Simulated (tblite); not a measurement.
Compound: C5H9BBrN.
Atom-mapped SMILES: `[CH2:1]=[CH:2][B@-:3]([CH3:4])([Br:5])[N+:6]#[C:7][CH3:8]` (hydrogens: H9, H10 on C1; H11 on C2; H12, H13, H14 on C4; H15, H16, H17 on C8)
Bond orders are those of one Lewis drawing.

Computed with GFN2-xTB (tblite), gas phase: L-BFGS steps from a force-field or distance-geometry start until the largest atomic force falls under 0.01 eV/Å.

Step 6: E = -639.4153 eV
```
atom  x, y, z in Å  |  force x, y, z in eV/Å
C1     -2.0752    1.7456    0.0381    0.108  -0.213  -0.105
C2     -1.6717    0.5395   -0.3372   -0.292   0.357   0.111
B3     -0.8006   -0.4479    0.5716   -0.068   0.046  -0.027
C4     -0.8478   -1.9722    0.0503    0.111  -0.479  -0.001
Br5    -1.3913   -0.3408    2.5161    0.263   0.072   0.053
N6      0.6170   -0.0030    0.5482    0.369   0.062  -0.026
C7      1.7408    0.2484    0.4738   -0.366  -0.020   0.162
C8      3.1252    0.5939    0.4623   -0.247  -0.057   0.166
H9     -1.7832    2.1527    0.9908    0.010   0.131   0.063
H10    -2.7194    2.3650   -0.5647   -0.010   0.028  -0.029
H11    -2.0388    0.1531   -1.2807    0.109   0.020  -0.092
H12     0.0782   -2.5238    0.2176    0.030   0.025   0.037
H13    -1.0717   -2.0376   -1.0080    0.052   0.039  -0.201
H14    -1.6283   -2.5278    0.5610   -0.109  -0.032   0.067
H15     3.2761    1.4924    1.0517   -0.017   0.163   0.152
H16     3.4682    0.7848   -0.5422    0.028   0.019  -0.404
H17     3.7155   -0.2105    0.8908    0.030  -0.159   0.076
```

Step 7: E = -639.4307 eV
```
atom  x, y, z in Å  |  force x, y, z in eV/Å
C1     -2.0760    1.7506    0.0317    0.006   0.086   0.049
C2     -1.6712    0.5486   -0.3396   -0.214   0.010   0.055
B3     -0.8010   -0.4454    0.5716   -0.090  -0.075  -0.067
C4     -0.8440   -1.9813    0.0506   -0.008  -0.311  -0.069
Br5    -1.3669   -0.3349    2.5244    0.213   0.061   0.019
N6      0.6133    0.0045    0.5540   -0.016  -0.075  -0.053
C7      1.7349    0.2489    0.4786    0.038   0.076   0.150
C8      3.1182    0.5915    0.4667   -0.043   0.031  -0.001
H9     -1.7867    2.1590    0.9869    0.013   0.099   0.034
H10    -2.7248    2.3787   -0.5612    0.046  -0.054  -0.045
H11    -2.0331    0.1546   -1.2829    0.102   0.047  -0.083
H12     0.0756   -2.5396    0.2170    0.113   0.058   0.062
H13    -1.0673   -2.0472   -1.0108    0.076   0.073  -0.125
H14    -1.6267   -2.5418    0.5535   -0.116   0.025   0.097
H15     3.2762    1.4949    1.0523   -0.043   0.069   0.112
H16     3.4593    0.7851   -0.5467   -0.042  -0.041  -0.165
H17     3.7133   -0.2143    0.8934   -0.036  -0.078   0.030
```

Step 8: E = -639.4402 eV
```
atom  x, y, z in Å  |  force x, y, z in eV/Å
C1     -2.0765    1.7560    0.0301    0.010   0.027   0.062
C2     -1.6753    0.5517   -0.3398   -0.148  -0.020   0.093
B3     -0.8027   -0.4455    0.5701   -0.085  -0.166  -0.080
C4     -0.8425   -1.9917    0.0493   -0.077  -0.081  -0.080
Br5    -1.3509   -0.3308    2.5287    0.184   0.049   0.002
N6      0.6112    0.0062    0.5556   -0.217  -0.133  -0.072
C7      1.7314    0.2505    0.4842    0.249   0.116   0.113
C8      3.1149    0.5914    0.4685    0.077   0.070  -0.070
H9     -1.7880    2.1641    0.9859    0.012   0.086   0.032
H10    -2.7264    2.3840   -0.5606    0.046  -0.044  -0.067
H11    -2.0282    0.1564   -1.2857    0.067   0.061  -0.083
H12     0.0776   -2.5460    0.2182    0.119   0.044   0.062
H13    -1.0637   -2.0502   -1.0154    0.088   0.044  -0.037
H14    -1.6290   -2.5482    0.5525   -0.079   0.032   0.065
H15     3.2753    1.4979    1.0553   -0.047  -0.032   0.039
H16     3.4543    0.7845   -0.5527   -0.102  -0.076   0.044
H17     3.7116   -0.2182    0.8955   -0.097   0.022  -0.022
```

Step 9: E = -639.4483 eV
```
atom  x, y, z in Å  |  force x, y, z in eV/Å
C1     -2.0767    1.7609    0.0299   -0.011   0.008   0.069
C2     -1.6821    0.5540   -0.3381   -0.047  -0.096   0.079
B3     -0.8059   -0.4488    0.5672   -0.059  -0.182  -0.066
C4     -0.8424   -2.0025    0.0468   -0.083   0.103  -0.042
Br5    -1.3329   -0.3262    2.5324    0.153   0.030  -0.011
N6      0.6087    0.0058    0.5552   -0.193  -0.135  -0.103
C7      1.7290    0.2531    0.4917    0.219   0.096   0.066
C8      3.1135    0.5926    0.4695    0.092   0.069  -0.075
H9     -1.7888    2.1705    0.9858    0.003   0.063   0.022
H10    -2.7269    2.3877   -0.5616    0.056  -0.032  -0.071
H11    -2.0224    0.1593   -1.2899    0.029   0.086  -0.047
H12     0.0817   -2.5507    0.2205    0.054   0.046   0.047
H13    -1.0589   -2.0518   -1.0208    0.086  -0.004   0.033
H14    -1.6329   -2.5532    0.5531   -0.023   0.030   0.003
H15     3.2735    1.5002    1.0589   -0.028  -0.091  -0.021
H16     3.4481    0.7825   -0.5581   -0.128  -0.083   0.176
H17     3.7083   -0.2214    0.8969   -0.119   0.092  -0.057
```

**Question.** Estimate the geometry and energy of step 10. (The exact step hangs on the optimiser's Hessian estimate; all steps are aligned on step 9, rigid shifts and turns removed.)

**Answer.** E = -639.4546 eV, largest force 0.227 eV/Å
```
atom  x, y, z in Å  |  force x, y, z in eV/Å
C1     -2.0769    1.7647    0.0309   -0.018  -0.040   0.054
C2     -1.6888    0.5545   -0.3353    0.028  -0.107   0.056
B3     -0.8096   -0.4544    0.5636   -0.016  -0.120  -0.030
C4     -0.8432   -2.0105    0.0445   -0.046   0.181   0.010
Br5    -1.3148   -0.3218    2.5354    0.126   0.009  -0.018
N6      0.6067    0.0038    0.5526   -0.069  -0.109  -0.129
C7      1.7276    0.2564    0.4993    0.059   0.044   0.017
C8      3.1128    0.5945    0.4698    0.025   0.041  -0.025
H9     -1.7895    2.1772    0.9863   -0.010   0.036   0.010
H10    -2.7262    2.3903   -0.5637    0.071  -0.026  -0.064
H11    -2.0169    0.1635   -1.2941   -0.006   0.102  -0.005
H12     0.0855   -2.5534    0.2233   -0.030   0.059   0.031
H13    -1.0532   -2.0534   -1.0250    0.070  -0.046   0.063
H14    -1.6365   -2.5569    0.5535    0.022   0.022  -0.053
H15     3.2717    1.5006    1.0616    0.004  -0.086  -0.044
H16     3.4410    0.7795   -0.5603   -0.114  -0.062   0.186
H17     3.7035   -0.2224    0.8971   -0.095   0.102  -0.058
```

The energy changes by -0.0063 eV. The first-order estimate −F·Δx gives -0.0087 eV and the mean of the old and new forces, exact on a quadratic surface, -0.0063 eV. The step makes an angle of 63° with the force vector and moves no atom by more than 0.019 Å.

The cost below is that of the whole relaxation. Hardware: one thread, Arm Neoverse V1 (aarch64), no GPU, on a shared host. Cost: 1.1 s of wall time.
